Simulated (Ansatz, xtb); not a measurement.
Two isomers of C3H9NO3Si

Structure a: `C=CCO[Si](N)(O)O`, a singlet. Structure b: `CCO[Si@H](O)NC=O`, a singlet. Both are isolated molecules in the gas phase, relaxed with PBE0-D3(BJ)/def2-SVP; each stands in its lowest conformer found.

Task: Which of the two would you expect CCSD(T)/def2-SVP + ΔMP2/def2-TZVPP electronic energies to favour?

Result: Structure a; the calculation gives E(b) − E(a) = +20.9 kcal/mol.

Level by level:

```
                             level              geometry  E(b) − E(a) (kcal/mol)  departure from the last row (kcal/mol)  job, with rough time for the two
              PBE0-D3(BJ)/def2-SVP  PBE0-D3(BJ)/def2-SVP                      +6.6                                   −14.3             optimisation, 3.3 min
                       HF/def2-SVP  PBE0-D3(BJ)/def2-SVP                     +10.7                                   −10.1           part of the CCSD(T) run
                      MP2/def2-SVP  PBE0-D3(BJ)/def2-SVP                      +9.0                                   −11.9           part of the CCSD(T) run
                  CCSD(T)/def2-SVP  PBE0-D3(BJ)/def2-SVP                      +8.6                                   −12.3                      single point
CCSD(T)/def2-SVP + ΔMP2/def2-TZVPP  PBE0-D3(BJ)/def2-SVP                     +20.9                                                     single point, 2.1 min
```

As drawn, b has 1 C–N, 1 C=O, 1 C–H, 1 Si–H in place of 1 C=C, 1 O–Si, 1 N–H, 1 O–H.

The levels shown agree on the order. The largest departure from CCSD(T)/def2-SVP + ΔMP2/def2-TZVPP is that of PBE0-D3(BJ)/def2-SVP, 14.3 kcal/mol. Levels run at GFN2-xTB geometries aren't shown. The last row adds to CCSD(T) the change of the MP2 difference between the two basis sets, here +12.3 kcal/mol, a large step that makes the value less sure.

With thermal terms from frequencies at re-optimised GFN2-xTB minima (ideal gas, soft modes damped towards free rotors, one conformer each, 298.15 K, 1 atm): the zero-point term adds +0.6 kcal/mol; ΔH is +20.9 and ΔG +21.7 kcal/mol.

The correlated steps freeze 12 core orbitals. Mirror images aren't counted in ΔG. Programs: Ansatz 0.2.0, xtb 6.7.1; the last row on 4 threads of Arm Neoverse V2 on a shared host.
